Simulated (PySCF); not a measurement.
**Radial density of Mn⁺ (manganese, charge +1)**

B3LYP, [Ar] 3d5 4s1, high-spin 7S determinant. All numbers are calculated (PySCF 2.14, the non-relativistic Hamiltonian (point nucleus), in pcseg-2).

```csv
r (bohr),4πr²ρ (e/bohr),4πr²(ρα − ρβ)
0.00119,0.1786,0.0001
0.00201,0.4853,0.0003
0.00338,1.282,0.0007
0.00569,3.232,0.0018
0.00956,7.532,0.0041
0.0161,15.40,0.0080
0.0271,25.36,0.0119
0.0455,29.79,0.0105
0.0766,24.37,0.0104
0.129,26.37,0.0826
0.217,32.44,0.4496
0.364,15.59,1.8009
0.613,13.86,4.0182
1.03,10.82,3.5384
1.73,2.459,1.6088
2.92,0.5688,0.5578
4.91,0.05261,0.0526
8.25,0.0006968,0.0007
```
